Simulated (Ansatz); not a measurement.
Basis-set extrapolation for CH₇AlSi₂ (`[SiH3][CH]1[AlH][SiH2]1`) (PBE0-D4/def2-TZVP geometry, frozen core, Ansatz 0.2.0). Multiplicity 1, RHF reference.

```csv
,def2-TZVPP,def2-QZVPP
HF,-861.710638,-861.737276
MP2 correlation,-0.506778,-0.541263
CCSD(T) correlation,-0.587287,not run
```

Energies in hartree. Use E(X) = E(∞) + A·exp(−7.88·√X) for Hartree–Fock and E(X) = E(∞) + B·X^(−2.97) for correlation, with X = 3 and 4, and add CCSD(T) minus MP2 of the smaller set to the MP2 limit.

Task: What is the CCSD(T) energy at the basis-set limit?

Result: HF limit: -861.737276 + (-0.026638) × 0.13774 = -861.74095. MP2 limit: -0.541263 + (-0.034485) × 0.74074 = -0.56681. Higher-order term: -0.587287 − (-0.506778) = -0.08051. Total: -862.38827 hartree, 2.46 eV below CCSD(T)/def2-TZVPP.
